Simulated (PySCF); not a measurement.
# What a mistake does to a calculation on AlBCFH5

These are calculations, not measurements. They come from PySCF 2.14.0, an open-source quantum chemistry program, on an isolated molecule that a program drew, which may never have been made. The molecule is AlBCFH5 (charge 0, singlet), drawn as the SMILES string `C[BH][AlH][F]`.

Each row is a Hartree-Fock (HF) and frozen-core CCSD(T) single point in the cc-pV(D+d)Z basis, meant for a local HF minimum. Run 1 is clean. Each other run has one planted mistake out of seven kinds, and not every kind appears here: one electron removed, one electron added, multiplicity raised by two, geometry at a saddle point, minimal basis STO-3G, one bond length entered in bohr, all coordinates scaled. The reference is restricted for singlets and unrestricted otherwise, and also for a bond in bohr. Adding or removing an electron swaps singlet and doublet. Electrons count all cores. HOMO and LUMO are orbital energies over both spins, the gradient is its largest component, and the lowest frequency (negative if imaginary) is given only where the gradient is small. Bond lengths are over the 8 bonds as drawn. T1 is the CCSD diagnostic: over 0.02 (restricted) or 0.045 (unrestricted) a single reference is doubtful.

Geometry of the clean run:
```xyz
9
AlBCFH5, angstrom
C    -1.0790   -1.8927    1.7820
B    -1.4582   -1.6786    0.2630
Al   -0.0914   -1.6503   -1.4018
F     0.5429   -0.1811   -1.8586
H    -1.3239   -2.9467    1.9928
H    -1.7041   -1.3030    2.4588
H    -0.0296   -1.7479    2.0450
H    -2.6399   -1.5791    0.0297
H     0.3881   -2.8737   -2.2789
```

| run | electrons | basis functions | <S^2> | HOMO (eV) | LUMO (eV) | gradient (hartree/bohr) | lowest frequency (cm^-1) | mean bond (Å) | longest bond (Å) | T1 | HF (hartree) | CCSD(T) (hartree) | mistake |
|---|---|---|---|---|---|---|---|---|---|---|---|---|---|
| 1 | 38 | 90 | 0.000 | -10.12 | 1.53 | 7.8e-06 | 48 | 1.4344 | 2.154 | 0.0126 | -406.87501 | -407.40522 | no fault |
| 2 | 38 | 90 | 0.739 | -9.85 | 0.98 | 2.1e-02 | - | 1.5560 | 2.154 | 0.0530 | -406.75134 | -407.27780 | one bond length entered in bohr |
| 3 | 38 | 90 | 2.013 | -7.34 | -0.89 | 2.7e-02 | - | 1.4344 | 2.154 | 0.0177 | -406.77315 | -407.29612 | ? |
| 4 | 39 | 90 | 0.762 | -0.25 | 6.33 | 3.9e-02 | - | 1.4344 | 2.154 | 0.0137 | -406.84793 | -407.39849 | ? |

**Which mistake was planted in run 3, and what did it cost?**

Electrons, basis and geometry are unchanged, and <S^2> is 2.013, beside S(S+1) = 2.00 for a multiplicity of 3. So the mistake is: multiplicity raised by two. Subtracting run 1 and multiplying by 627.51 kcal/mol a hartree, the energy moved by 63.9 kcal/mol in HF and 68.5 kcal/mol in CCSD(T).

**Which mistake was planted in run 4, and what did it cost?**

It counts 39 electrons, one more than the clean run, at the same geometry and basis. So the mistake is: one electron added. Subtracting run 1 and multiplying by 627.51 kcal/mol a hartree, the energy moved by 17.0 kcal/mol in HF and 4.2 kcal/mol in CCSD(T).

Cautions from the logs. Run 2: T1 is over the limit, so its CCSD(T) energy is less reliable; run 4: the added electron raises the CCSD(T) energy, so it isn't bound in this basis.
